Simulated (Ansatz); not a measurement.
Program: Ansatz. Geometries: PBE0-D4/def2-TZVP. ΔE: electronic, gas phase. CCSD(T)/CBS adds triple-zeta CCSD(T) − MP2 to the extrapolated MP2 energy (def2 sets, frozen cores). This one scheme is used for every species. Functionals use def2-TZVPP. B3LYP here is the variant with VWN-RPA as its local correlation; programs differ in this. Elements past krypton have def2 core potentials. For Sn outer-core shells are correlated without core-valence functions, which leaves a few kJ/mol of doubt a bond. One conformer a species, not always the lowest.

`[F][SnH]([F])[O]C(F)(F)F` + H–F → `FC(F)(F)F` + `[OH][SnH]([F])[F]`  (substitution at a C–O bond)

```tsv
level	ΔE (kJ/mol)	difference from CCSD(T)/CBS
r2SCAN-D4	-0.5	-9.6
ωB97X-V	2.6	-6.5
B2PLYP	-1.5	-10.6
PBE	-5.6	-14.7
r2SCAN	-2.2	-11.3
B3LYP	-5.5	-14.6
HF/def2-TZVPP	-5.2	-14.3
MP2/def2-TZVPP	6.0	-3.1
SCS-MP2/def2-TZVPP	2.9	-6.2
CCSD/def2-TZVPP	3.7	-5.4
CCSD(T)/def2-TZVPP	5.2	-3.9
HF/def2-QZVPP	-4.1	-13.2
SCS-MP2/def2-QZVPP	5.5	-3.6
HF/CBS(def2)	-4.0	-13.1
MP2/CBS(def2)	9.9	0.8
CCSD/CBS(def2)	7.7	-1.4
CCSD(T)/CBS	9.1	0
```

Largest T1 diagnostic among the species: 0.015.

In def2-TZVPP, CCSD(T) changes the Hartree–Fock value by +10.3 kJ/mol (the triples alone add +1.4 kJ/mol) and MP2 by +11.1 kJ/mol. The D4 term adds +9.0 kJ/mol with B3LYP and +5.1 kJ/mol with PBE0; it sums over pairs of atoms, weighted by their polarisabilities, and B3LYP, whose exchange is more repulsive, gets the larger term.
